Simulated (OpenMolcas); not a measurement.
V III: terms and fine structure

```json
{
 "Program": "OpenMolcas 26.06",
 "Method": "MS-RASPT2, IPEA 0.25 Eh, imaginary shift 0.1 Eh (closed shells correlated: 3s 3p)",
 "Basis": "ANO-RCC-VTZP [6s5p3d2f1g]",
 "Scalar Hamiltonian": "DKH2, point nucleus",
 "Active space": "3 electrons in 9 orbitals (RAS2 3d 4s; RAS3 4p, at most 2 electrons)",
 "State averaging": "2S+1 = 4 even, 20 roots; 2S+1 = 2 even, 65 roots kept (CI in the orbitals of an earlier block); 2S+1 = 4 odd, 30 roots; 2S+1 = 2 odd, 72 roots kept (CI in the orbitals of an earlier block)",
 "Spin-orbit coupling": "RASSI with atomic mean-field integrals over the reference wave functions, term energies averaged over their components"
}
```

Spin-free terms above the lowest, with the occupations of the reference:

```json
{"Configuration": "3d3", "Term": "4F", "E (cm-1)": "0.0", "Occupations": "3d 3.00"}
{"Configuration": "3d3", "Term": "4P", "E (cm-1)": "11560", "Occupations": "3d 3.00"}
{"Configuration": "3d3", "Term": "2G", "E (cm-1)": "11950", "Occupations": "3d 3.00"}
{"Configuration": "3d3", "Term": "2P", "E (cm-1)": "15340", "Occupations": "3d 3.00"}
{"Configuration": "3d3", "Term": "2D(1)", "E (cm-1)": "16290", "Occupations": "3d 3.00"}
{"Configuration": "3d3", "Term": "2H", "E (cm-1)": "17010", "Occupations": "3d 3.00"}
{"Configuration": "3d3", "Term": "2F", "E (cm-1)": "27810", "Occupations": "3d 3.00"}
{"Configuration": "3d3", "Term": "2D(2)", "E (cm-1)": "42950", "Occupations": "3d 2.99"}
{"Configuration": "3d2 4s", "Term": "4F", "E (cm-1)": "46780", "Occupations": "3d 2.00 4s 1.00"}
{"Configuration": "3d2 4s", "Term": "2F", "E (cm-1)": "51000", "Occupations": "3d 2.00 4s 1.00"}
{"Configuration": "3d2 4s", "Term": "2D", "E (cm-1)": "58190", "Occupations": "3d 2.00 4s 1.00"}
{"Configuration": "3d2 4s", "Term": "4P", "E (cm-1)": "59620", "Occupations": "3d 2.00 4s 1.00"}
{"Configuration": "3d2 4s", "Term": "2P", "E (cm-1)": "64040", "Occupations": "3d 2.00 4s 1.00"}
{"Configuration": "3d2 4s", "Term": "2G", "E (cm-1)": "66120", "Occupations": "3d 2.00 4s 1.00"}
{"Configuration": "3d2 4p", "Term": "4G*", "E (cm-1)": "85670", "Occupations": "3d 2.00 4p 1.00"}
{"Configuration": "3d2 4p", "Term": "4F*", "E (cm-1)": "86440", "Occupations": "3d 2.00 4p 1.00"}
```

With spin-orbit coupling, above the lowest level:

```json
{"Configuration": "3d3", "Term": "4F", "J": "3/2", "E (cm-1)": "0.0", "Measured (cm-1)": "0.0", "g": "0.399", "Term weight %": "100"}
{"Configuration": "3d3", "Term": "4F", "J": "5/2", "E (cm-1)": "163", "Measured (cm-1)": "146", "g": "1.029", "Term weight %": "100"}
{"Configuration": "3d3", "Term": "4F", "J": "7/2", "E (cm-1)": "385", "Measured (cm-1)": "342", "g": "1.239", "Term weight %": "100"}
{"Configuration": "3d3", "Term": "4F", "J": "9/2", "E (cm-1)": "663", "Measured (cm-1)": "584", "g": "1.334", "Term weight %": "100"}
{"Configuration": "3d3", "Term": "4P", "J": "1/2", "E (cm-1)": "11780", "Measured (cm-1)": "11514", "g": "2.663", "Term weight %": "100"}
{"Configuration": "3d3", "Term": "4P", "J": "3/2", "E (cm-1)": "11850", "Measured (cm-1)": "11592", "g": "1.731", "Term weight %": "99"}
{"Configuration": "3d3", "Term": "4P", "J": "5/2", "E (cm-1)": "12040", "Measured (cm-1)": "11770", "g": "1.601", "Term weight %": "100"}
{"Configuration": "3d3", "Term": "2G", "J": "7/2", "E (cm-1)": "12200", "Measured (cm-1)": "11966", "g": "0.889", "Term weight %": "100"}
{"Configuration": "3d3", "Term": "2G", "J": "9/2", "E (cm-1)": "12440", "Measured (cm-1)": "12187", "g": "1.111", "Term weight %": "100"}
{"Configuration": "3d3", "Term": "2P", "J": "1/2", "E (cm-1)": "15620", "Measured (cm-1)": "15580", "g": "0.673", "Term weight %": "100"}
{"Configuration": "3d3", "Term": "2P", "J": "3/2", "E (cm-1)": "15660", "Measured (cm-1)": "15550", "g": "1.248", "Term weight %": "82"}
{"Configuration": "3d3", "Term": "2D(1)", "J": "3/2", "E (cm-1)": "16680", "Measured (cm-1)": "16330", "g": "0.890", "Term weight %": "83"}
{"Configuration": "3d3", "Term": "2D(1)", "J": "5/2", "E (cm-1)": "16810", "Measured (cm-1)": "16375", "g": "1.201", "Term weight %": "100"}
{"Configuration": "3d3", "Term": "2H", "J": "9/2", "E (cm-1)": "17310", "Measured (cm-1)": "16811", "g": "0.910", "Term weight %": "100"}
{"Configuration": "3d3", "Term": "2H", "J": "11/2", "E (cm-1)": "17490", "Measured (cm-1)": "16978", "g": "1.091", "Term weight %": "100"}
{"Configuration": "3d3", "Term": "2F", "J": "7/2", "E (cm-1)": "28160", "Measured (cm-1)": "27728", "g": "1.143", "Term weight %": "100"}
{"Configuration": "3d3", "Term": "2F", "J": "5/2", "E (cm-1)": "28260", "Measured (cm-1)": "27847", "g": "0.857", "Term weight %": "100"}
{"Configuration": "3d3", "Term": "2D(2)", "J": "5/2", "E (cm-1)": "43280", "Measured (cm-1)": "42267", "g": "1.200", "Term weight %": "100"}
{"Configuration": "3d3", "Term": "2D(2)", "J": "3/2", "E (cm-1)": "43430", "Measured (cm-1)": "42371", "g": "0.800", "Term weight %": "100"}
{"Configuration": "3d2 4s", "Term": "4F", "J": "3/2", "E (cm-1)": "46790", "Measured (cm-1)": "43942", "g": "0.399", "Term weight %": "100"}
{"Configuration": "3d2 4s", "Term": "4F", "J": "5/2", "E (cm-1)": "46940", "Measured (cm-1)": "44110", "g": "1.028", "Term weight %": "100"}
{"Configuration": "3d2 4s", "Term": "4F", "J": "7/2", "E (cm-1)": "47170", "Measured (cm-1)": "44346", "g": "1.239", "Term weight %": "100"}
{"Configuration": "3d2 4s", "Term": "4F", "J": "9/2", "E (cm-1)": "47450", "Measured (cm-1)": "44647", "g": "1.334", "Term weight %": "100"}
{"Configuration": "3d2 4s", "Term": "2F", "J": "5/2", "E (cm-1)": "51140", "Measured (cm-1)": "49328", "g": "0.857", "Term weight %": "100"}
{"Configuration": "3d2 4s", "Term": "2F", "J": "7/2", "E (cm-1)": "51580", "Measured (cm-1)": "49805", "g": "1.143", "Term weight %": "100"}
{"Configuration": "3d2 4s", "Term": "2D", "J": "5/2", "E (cm-1)": "58540", "Measured (cm-1)": "56160", "g": "1.212", "Term weight %": "97"}
{"Configuration": "3d2 4s", "Term": "2D", "J": "3/2", "E (cm-1)": "58560", "Measured (cm-1)": "56257", "g": "0.806", "Term weight %": "99"}
{"Configuration": "3d2 4s", "Term": "4P", "J": "1/2", "E (cm-1)": "59840", "Measured (cm-1)": "56529", "g": "2.670", "Term weight %": "100"}
{"Configuration": "3d2 4s", "Term": "4P", "J": "3/2", "E (cm-1)": "59950", "Measured (cm-1)": "56669", "g": "1.729", "Term weight %": "99"}
{"Configuration": "3d2 4s", "Term": "4P", "J": "5/2", "E (cm-1)": "60150", "Measured (cm-1)": "56922", "g": "1.589", "Term weight %": "97"}
{"Configuration": "3d2 4s", "Term": "2P", "J": "1/2", "E (cm-1)": "64300", "Measured (cm-1)": "61579", "g": "0.666", "Term weight %": "100"}
{"Configuration": "3d2 4s", "Term": "2P", "J": "3/2", "E (cm-1)": "64500", "Measured (cm-1)": "61777", "g": "1.333", "Term weight %": "100"}
{"Configuration": "3d2 4s", "Term": "2G", "J": "9/2", "E (cm-1)": "66510", "Measured (cm-1)": "63303", "g": "1.111", "Term weight %": "100"}
{"Configuration": "3d2 4s", "Term": "2G", "J": "7/2", "E (cm-1)": "66510", "Measured (cm-1)": "63315", "g": "0.889", "Term weight %": "100"}
{"Configuration": "3d2 4p", "Term": "4G*", "J": "5/2", "E (cm-1)": "85410", "Measured (cm-1)": "85524", "g": "0.577", "Term weight %": "98"}
{"Configuration": "3d2 4p", "Term": "4G*", "J": "7/2", "E (cm-1)": "85720", "Measured (cm-1)": "85876", "g": "0.986", "Term weight %": "99"}
{"Configuration": "3d2 4p", "Term": "4G*", "J": "9/2", "E (cm-1)": "86100", "Measured (cm-1)": "86306", "g": "1.173", "Term weight %": "100"}
{"Configuration": "3d2 4p", "Term": "4F*", "J": "3/2", "E (cm-1)": "86360", "Measured (cm-1)": "86717", "g": "0.405", "Term weight %": "98"}
{"Configuration": "3d2 4p", "Term": "4G*", "J": "11/2", "E (cm-1)": "86530", "Measured (cm-1)": "86809", "g": "1.273", "Term weight %": "100"}
{"Configuration": "3d2 4p", "Term": "4F*", "J": "5/2", "E (cm-1)": "86560", "Measured (cm-1)": "86938", "g": "1.028", "Term weight %": "99"}
```

Against the 39 measured excited levels shown (Sugar and Corliss, J. Phys. Chem. Ref. Data 7, 1191 (1978)) the mean absolute deviation is 1300 cm-1; the largest miss in energy is 3d2 4s 4P 1/2: computed 59840, measured 56529 cm-1 (+5.9 %), and the largest in proportion 3d3 4F 9/2 (+13.6 %).

Spin-orbit coupling puts the lowest level 388 cm-1 below the lowest spin-free term.

For 4F the intervals divided by the larger J are 65.0, 63.6, 61.8 cm-1. Landé's interval rule makes them equal in pure LS coupling; they differ by 5 % of their mean. The multiplet is regular.

CASPT2 does not keep the components of a term degenerate, so their means are used; among the terms shown or strongly mixed into the levels shown the widest spread is 1400 cm-1 (3d2 4s 2F). Blocks of more than 70 roots (2S+1 = 2 odd) ran without multistate coupling. Some levels mix across a computed gap that differs much from the measured one, so their mixing is not that of the real levels. Terms from blocks run as CI alone lack orbitals of their own. A single d shell beside an s shell can misplace configurations of different d count against each other. The CASPT2 spread within a term exceeds the gap to the next term for 3d3 4P and 3d3 2G, so the order of their levels is uncertain. Computed and measured levels are paired by configuration, term and J; levels that our copy of the source lacks, or whose pairing is in doubt (as where it misses far off the trend of its configuration), stay unpaired and out of the deviations. Levels of configurations outside the active space are missing. The first state left out of the spin-orbit step lies near 130000 cm-1 above the lowest spin-free state of the reference (among the parities and spins computed), and the list stops at four fifths of that energy or lower. The table shows the lowest 40 of 75 levels.

The CASPT2 steps took 3.9 min on 1 thread of Arm Neoverse V1 (shared host); the integral step is not counted.

The term weight is that of the spin-free term in the level, not the purity of its configuration. A number in round brackets counts repeated terms of one configuration in the order of the reference energies. * marks odd parity.
